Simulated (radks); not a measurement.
Results of a calculation; reference values are marked as such.
Problem. Ionisation of Ga3+, [Ar] 3d10, to Ga4+, [Ar] 3d9, under several functionals. Dirac Kohn-Sham, spin-unpolarised, spherical densities, point nucleus; open shells are shared between the two j in proportion to 2j + 1; a radial shooting solver on a logarithmic mesh with Libxc functionals. Known Delta-SCF values: BP86 63.935 eV; BLYP 63.849 eV. What does PBE give, and what is its highest occupied eigenvalue?

Solution. 63.875 eV by Delta-SCF; the 3d5/2 eigenvalue is -52.291 eV. NIST: 63.24 eV (measured).

Beside tabulated values, note that spin-unpolarised runs miss the spin-polarisation part of the exchange energy of open shells.
